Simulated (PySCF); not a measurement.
A structure optimised at B3LYP-D3(BJ)/def2-TZVP, used in a PySCF frequency run:

```xyz
3

Bi     0.0000     0.0000     0.4614
Cl     0.0000     1.8746    -1.1263
Cl     0.0000    -1.8746    -1.1263
```
Charge 0, spin multiplicity 2.

Write its SMILES, formula and point group.

[Cl][Bi][Cl], BiCl2, C2v

What are its rotational constants (standard atomic weights)?

3.7874, 2.0284, 1.3209 GHz
